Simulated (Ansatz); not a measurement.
Mulliken charges of `B[SiH](F)I` from ωB97M-V/def2-TZVPP in Ansatz (PBE0-D4/def2-TZVP geometry).

```csv
atom,x (Å),y (Å),z (Å),charge (e)
B1,-0.145,0.931,0.568,-0.336
Si2,0.580,-0.616,-0.354,0.458
F3,1.135,-0.541,-1.844,-0.287
I4,-1.930,-0.759,-0.343,-0.066
H5,-0.308,0.864,1.748,0.120
H6,-0.373,1.923,-0.051,0.122
H7,1.102,-1.869,0.231,-0.011
```

Question: By hand: the dipole of these point charges (1 e Å = 4.8032 D).

Answer: Σ q r = (0.021, -0.031, 0.400) e Å, of length 0.402 e Å = 1.93 D.

Question: How does the dipole of the full density compare? (Estimate.)

Answer: The calculation gave: (0.132, -0.131, 0.145) e Å, 1.13 D; the point charges give 1.71 times that, at 47° from its direction.

Point charges leave out the atoms' own dipoles, such as those of lone pairs, and Mulliken's split depends on the basis, so the two needn't agree.
